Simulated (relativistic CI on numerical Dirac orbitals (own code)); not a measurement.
**Line list: Forbidden lines, Re LXX**

Computed by Dirac-Coulomb-Breit CI, separate exchange-only KLI orbitals for each configuration, model QED (radiative potential, 1s self-energy scaled to tabulated hydrogen-like ionisation energies), unscaled Slater integrals (own radial code, finite nucleus).

CI space (outside the closed core 1s2): 2s2.2p2, 2s.2p3, 2p4, 2p3.3s, 2p3.3p, 2s2.2p.3s, 2p3.3d, 2s2.2p.3p, 2s2.2p.3d, 2s.2p2.3s, 2s.2p2.3p, 2s.2p2.3d, 2s2.2p.4s, 2s2.2p.4p, 2s2.2p.4d, 2s2.2p.4f. Levels of other configurations are missing.

```csv
λ vac (Å),Lower,Upper,Type,A (s⁻¹),gf,Branching (%)
1.0442,2s2.2p2 3P_2 [6],2s.2p2.3d 3D_3 [198],E2,2.16e+12,2.47e-03,3.3
1.0445,2s2.2p2 3P_2 [6],2s.2p2.3d 3F_4 [197],E2,1.01e+13,1.48e-02,22.6
1.0474,2s.2p3 3P°_2 [4],2p3.3d 3F°_4 [129],E2,1.06e+13,1.57e-02,51.9
1.0485,2s2.2p2 1S_0 [7],2s.2p2.3d 1D_2 [200],E2,1.31e+13,1.08e-02,3.6
1.0549,2s2.2p2 3P_2 [6],2s.2p2.3d 3F_4 [184],E2,4.59e+12,6.89e-03,44.9
1.0563,2s.2p3 3P°_2 [4],2p3.3d 3P°_0 [128],E2,1.05e+13,1.75e-03,29.0
1.0571,2s.2p3 3P°_2 [4],2p3.3d 3F°_3 [126],E2,5.25e+12,6.15e-03,7.4
1.0578,2s.2p3 3P°_2 [4],2p3.3d 3D°_2 [125],E2,6.77e+12,5.68e-03,3.6
1.0580,2s2.2p2 1D_2 [3],2s.2p2.3d 3G_3 [101],E2,3.54e+12,4.16e-03,2.8
1.0636,2s2.2p2 3P_0 [1],2s.2p2.3d 3D_2 [38],E2,6.66e+12,5.65e-03,2.2
1.0648,2s2.2p2 1D_2 [3],2s.2p2.3d 3G_4 [91],E2,6.02e+12,9.21e-03,19.7
1.0653,2s.2p3 1P°_1 [5],2p3.3d 3F°_3 [126],E2,5.19e+12,6.18e-03,7.3
1.0910,2s2.2p2 3P_1 [2],2s2.2p.3p 3P_2 [63],E2,5.97e+11,5.33e-04,4.5
1.0928,2s2.2p2 1D_2 [3],2s2.2p.3p 3P_2 [63],E2,1.39e+12,1.24e-03,10.4
1.0941,2s2.2p2 3P_1 [2],2s2.2p.3p 3D_3 [61],E2,1.17e+12,1.47e-03,10.2
1.0954,2s.2p3 5S°_2 [8],2s.2p2.3p 5D°_4 [160],E2,1.35e+12,2.18e-03,18.5
1.0958,2s2.2p2 1D_2 [3],2s2.2p.3p 1P_1 [62],E2,1.70e+12,9.17e-04,11.3
1.0959,2s2.2p2 1D_2 [3],2s2.2p.3p 3D_3 [61],E2,8.05e+11,1.02e-03,7.0
1.0973,2s2.2p2 3P_0 [1],2s2.2p.3p 3D_2 [29],E2,1.59e+12,1.43e-03,26.2
1.0998,2s.2p3 3D°_3 [9],2s.2p2.3p 5D°_4 [160],E2,7.30e+11,1.19e-03,10.0
1.1004,2s.2p3 3P°_2 [4],2s.2p2.3p 3F°_4 [81],E2,1.76e+12,2.88e-03,39.7
1.2671,2s2.2p2 3P_2 [6],2s2.2p.3p 3D_3 [61],E2,1.24e+12,2.09e-03,10.8
1.2680,2s2.2p2 1D_2 [3],2s2.2p.3p 3D_2 [29],E2,1.10e+12,1.33e-03,18.2
1.2686,2s.2p3 3P°_2 [4],2s.2p2.3p 3P°_2 [35],E2,1.10e+12,1.32e-03,2.6
1.2718,2s.2p3 3D°_3 [9],2s.2p2.3p 3F°_4 [81],E2,9.52e+11,2.08e-03,21.4
1.3246,2s2.2p2 1D_2 [3],2s2.2p.3p 3P_0 [24],E2,3.16e+12,8.30e-04,40.3
1.3254,2s2.2p2 3P_2 [6],2s2.2p.3p 3D_2 [44],E2,2.23e+12,2.93e-03,28.4
1.3257,2s2.2p2 3P_2 [6],2s2.2p.3p 3P_1 [43],E2,1.62e+12,1.28e-03,17.1
1.3291,2s2.2p2 3P_1 [2],2s2.2p.3p 3D_1 [23],E2,1.59e+12,1.26e-03,41.1
1.3318,2s2.2p2 1D_2 [3],2s2.2p.3p 3D_1 [23],E2,1.60e+12,1.28e-03,41.4
```

Terms are leading LS components. Brackets give the number of a level in order of energy, since labels repeat. The list gives strong lines, with weight on those to low levels, among the lowest 200 of 274 levels, so that lines to higher ones, which can be the strongest, are missing. Levels whose partners in the same complex of configurations lie outside the list can be far off, and so can their lines. Rates are taken at the computed energies, electric ones in the length gauge.

At this charge energies of transitions that change n are usually good to better than 1 %, and those within a shell (Δn = 0) to a few per cent.

LS names give the leading component of a level, which can be under half, so a name can repeat, a term be missing and a line seem to break the LS rules.
